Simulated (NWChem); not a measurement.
Species: C2Cl3 cation

```xyz
5

Cl    -0.6216    -2.3308     0.0000
C     -0.2442    -0.8145     0.0000
C      0.0726     0.4587     0.0000
Cl     1.7092     0.8803     0.0000
Cl    -1.1768     1.5970     0.0000
```
Atoms are numbered in this order, from 1.

Structure relaxed at the PBE0/def2-SVP level.

**Question.** Give the principal values of the shielding tensors (ppm) of Cl1, C2, C3, Cl4 from PBE/pcSseg-1, GIAO (NWChem), with their diamagnetic and paramagnetic parts as GIAO splits them.

**Answer.** 
```
atom      σ11     σ22     σ33  isotropic  diamagnetic  paramagnetic
----  -------  ------  ------  ---------  -----------  ------------
Cl1   -1552.9   292.0   568.4     -230.9       1144.2       -1375.0
C2    -1070.3  -118.8    38.3     -383.6        257.5        -641.2
C3       -6.6    -1.7    88.8       26.8        254.8        -228.0
Cl4    -238.9   599.4  1185.0      515.1       1144.3        -629.2
```
